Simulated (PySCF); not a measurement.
C8H9FO2.
Bonds: C1–O2, O2–C3, C3–C4 (aromatic), C4–C5 (aromatic), C5–C6 (aromatic), C6–C7 (aromatic), C7–C8 (aromatic), C8–O9, O9–C10, C10–F11, C3–C8 (aromatic). Hydrogens: H12, H13, H14 on C1; H15 on C4; H16 on C5; H17 on C6; H18 on C7; H19, H20 on C10.

The calculation used PBE0-D3(BJ)/def2-SVP geometry optimisation, gas phase (PySCF).

**Question.** Give the optimised bond lengths and angles.

**Answer.** 
| bond | length (Å) |
| --- | --- |
| C1–O2 | 1.400 |
| O2–C3 | 1.350 |
| C3–C4 | 1.397 |
| C4–C5 | 1.397 |
| C5–C6 | 1.390 |
| C6–C7 | 1.396 |
| C7–C8 | 1.387 |
| C8–O9 | 1.370 |
| O9–C10 | 1.378 |
| C10–F11 | 1.365 |
| C3–C8 | 1.410 |
| C1–H12, C1–H13, C1–H14 | 1.102 |
| C4–H15 | 1.090 |
| C5–H16 | 1.092 |
| C6–H17 | 1.092 |
| C7–H18 | 1.091 |
| C10–H19, C10–H20 | 1.102 |

Bonds in one row agree within 0.01 Å and their mean is given. A selection of angles:
| angle | degrees |
| --- | --- |
| O2–C1–H12 | 106.7 |
| O2–C1–H13 | 111.8 |
| H12–C1–H13 | 108.9 |
| C1–O2–C3 | 118.6 |
| O2–C3–C4 | 124.9 |
| O2–C3–C8 | 116.1 |
| C4–C3–C8 | 119.0 |
| C3–C4–C5 | 120.2 |
| C3–C4–H15 | 120.3 |
| C5–C4–H15 | 119.5 |
| C4–C5–C6 | 120.6 |
| C4–C5–H16 | 119.1 |
| C6–C5–H16 | 120.2 |
| C5–C6–C7 | 119.4 |
| C5–C6–H17 | 120.5 |
| C7–C6–H17 | 120.1 |
| C6–C7–C8 | 120.5 |
| C6–C7–H18 | 121.8 |
| C8–C7–H18 | 117.7 |
| C7–C8–O9 | 119.8 |
| C3–C8–C7 | 120.3 |
| C3–C8–O9 | 119.9 |
| C8–O9–C10 | 116.3 |
| O9–C10–F11 | 110.7 |
| O9–C10–H19 | 111.7 |
| O9–C10–H20 | 106.5 |
| F11–C10–H19 | 107.9 |
| F11–C10–H20 | 108.8 |
| H19–C10–H20 | 111.2 |

Dihedral angles: C1–O2–C3–C4 2° (synperiplanar); C7–C8–O9–C10 108° (anticlinal); C8–O9–C10–F11 -74° (synclinal). The mirror-image conformer, all signs reversed, is as good.

The 4 C–O bonds span 1.350 Å (O2–C3, drawn single) to 1.400 Å (C1–O2, drawn single), a spread of 0.050 Å. The C–C distances run from 1.387 Å (C7–C8, aromatic) to 1.410 Å (C3–C8, aromatic), a spread of 0.023 Å. O2 (aryl ether oxygen) is bent (angle 118.6°). Of the pairs four or more bonds apart, C1···H15 is among the closest relative to their van der Waals radii: 2.53 Å, 87 % of the sum of Bondi's values. The 6-membered ring C3–C4–C5–C6–C7–C8 has internal angles of 119.0° to 120.6° (sum 720°, against 720° for a flat polygon); it is planar, 0.00 Å rms from its mean plane, widest ring torsion 0°.

Point group: C1 (no symmetry element, even within 0.4 Å). Stationary, but not proved a minimum. The numbers are those of one conformer.
